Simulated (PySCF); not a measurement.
## Correlation energy of Zr⁺ (zirconium, charge +1)

[Kr] 4d1 5s1 5p1, one real determinant (an excited configuration). All numbers are calculated (PySCF 2.14, a scalar-relativistic core potential, in def2-TZVPPD with the def2 core potential (28 electrons)). Frozen: nothing; 11 electrons correlated.

| level | correlation energy (mhartree) |
| --- | --- |
| CCSD | -224.14 |
| (T) | -7.28 |
| CCSD(T) | -231.42 |

Diagnostics: T1 = 0.040, D1 = 0.1817, largest double amplitude 0.156.

Problem. Is a single reference adequate?

Solution. Not fully. The real determinant used has ⟨L²⟩ near 8 against 12 for a pure F term, so it mixes terms. T1 exceeds 0.03, a sign that the reference determinant is poor. A double-excitation amplitude exceeds 0.15, a sign of near-degeneracy.

The reference is one real determinant that mixes LS terms of this configuration.

The basis has no tight functions for the innermost shells, so their pair energies are far from complete.

This basis was not built for core-valence correlation, so the inner-shell part is incomplete.
